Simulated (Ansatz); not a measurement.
Diatomic WO, multiplicity 3 (lowest of 2S+1 = 1, 3, 5, 7, 9 at CCSD(T)/def2-TZVPP on PBE0 minima; our sources give no spin for the ground state, which may be another). No spin–orbit coupling. The T1 diagnostic near the minimum is 0.058, so single-reference values are doubtful.

The constants come from a fifth-degree fit in 1/R (seven points, main isotopes). Runs in def2 and cc sets follow the lowest solution found near the PBE0 minimum.

Programs: Ansatz (Gaussian basis) for Hartree–Fock, density functionals and correlated methods. Values without a source in brackets are computed. In def2 rows elements past Kr take small-core potentials, without spin–orbit coupling.

Question: What bond length and harmonic frequency does SVWN5/def2-TZVPP give?

Answer: r_e = 1.649 Å, ω_e = 1107 cm⁻¹.

Question: What bond length and harmonic frequency does wB97X-V/def2-TZVPP give?

Answer: r_e = 1.646 Å, ω_e = 1134 cm⁻¹.

Question: What bond length and harmonic frequency does wB97M-V/def2-TZVPP give?

Answer: r_e = 1.647 Å, ω_e = 1127 cm⁻¹.

Ansatz is an electronic-structure program.
